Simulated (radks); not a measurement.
Question: These are the eigenvalues of the occupied orbitals of an atom or ion with whole-number occupations (hartree). Method: scalar-relativistic Kohn-Sham, PBEsol, spin-polarised, spherical densities, point nucleus; computed with a radial shooting solver on a logarithmic mesh with Libxc functionals.

orbital  eigenvalue
1s up     -1714.695
1s down   -1714.695
2s up     -280.1763
2s down   -280.1749
2p up     -249.9475
2p down   -249.9465
3s up     -61.37652
3s down   -61.30757
3p up     -51.92822
3p down   -51.85968
3d up     -39.12603
3d down   -39.07303
4s up     -12.23280
4s down   -12.06349
4p up      -9.12878
4p down    -8.95944
4d up      -4.77583
4d down    -4.60678
5s up      -1.62464
5s down    -1.52523
5p up      -0.87977
5p down    -0.80534
4f up      -0.13591
6s up      -0.13562
6s down    -0.12686

Which element is it, and in what charge state? The configuration may be excited. Open shells, if any, are filled with parallel spins first.

Answer: Z = 62, samarium, charge 0: Sm in [Xe] 4f6 6s2. The list shows which subshells hold electrons but not how many an open one holds; the 1s level, -1714.7 hartree, gives Z - s = 58.6 by -(Z - s)^2/2, which with screening and relativity narrows Z to a few neighbours, and the depths of the outer levels then fix element, charge and occupations together.
